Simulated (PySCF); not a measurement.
All of these have the formula C6H6P2. Computed with TDDFT CAM-B3LYP/def2-SVPD, vertical, gas phase, core orbitals frozen in the response in PySCF. Geometries: GFN2-xTB; one conformer of each isolated species. Triplets are in the Tamm–Dancoff approximation.

A. `c1pccpc1C=C`
B. `C#CC/P=P/CC#C`
C. `[H]/P=P\c1ccccc1`

Lowest singlet levels (six at most, fewer where fewer were computed) with oscillator strengths:

1. 368 nm (f 0.000); 307 nm (f 0.002); 284 nm (f 0.080); 250 nm (f 0.008); 233 nm (f 0.019); 232 nm (f 0.000); T1 2.14 eV
2. 375 nm (f 0.027); 313 nm (f 0.010); 289 nm (f 0.145); 260 nm (f 0.005); 231 nm (f 0.028); 227 nm (f 0.021); T1 2.01 eV
3. 312 nm (f 0.022); 296 nm (f 0.190); 269 nm (f 0.026); 261 nm (f 0.001); 249 nm (f 0.520); 244 nm (f 0.002); T1 2.35 eV

Question: Match each spectrum to its molecule.

Answer: 1 = B, 2 = C, 3 = A.
- A: S1 at 3.97 eV, HOMO→LUMO+1 (57%), HOMO-1→LUMO (28%), HOMO→LUMO (9%); Löwdin shares by element: HOMO phosphorus 40%, carbon 25% or more (atoms not listed hold the other 35%); LUMO phosphorus 54%, carbon 22% or more (atoms not listed hold the other 24%); HOMO -7.83 and LUMO -1.37 eV.
- B: S1 at 3.37 eV, HOMO→LUMO (61%), HOMO-1→LUMO (37%); Löwdin shares by element: HOMO (one of a set within 0.03 eV) phosphorus 78%, carbon 12% or more; LUMO phosphorus 83%, carbon 11% or more; HOMO -8.33 and LUMO -1.31 eV; point group C2, 2 of its 6 listed states under f = 0.0005.
- C: S1 at 3.31 eV, HOMO→LUMO (64%), HOMO-1→LUMO (23%), HOMO-4→LUMO (8%); Löwdin shares by element: HOMO phosphorus 50%, carbon 25% or more (atoms not listed hold the other 26%); LUMO phosphorus 80%, carbon 6% or more, hydrogen 5% or more; HOMO -8.08 and LUMO -1.65 eV.
B and C have S1 within 0.07 eV of each other; their strongest listed levels stand at 4.36 eV (f 0.080) and 4.29 eV (f 0.145).
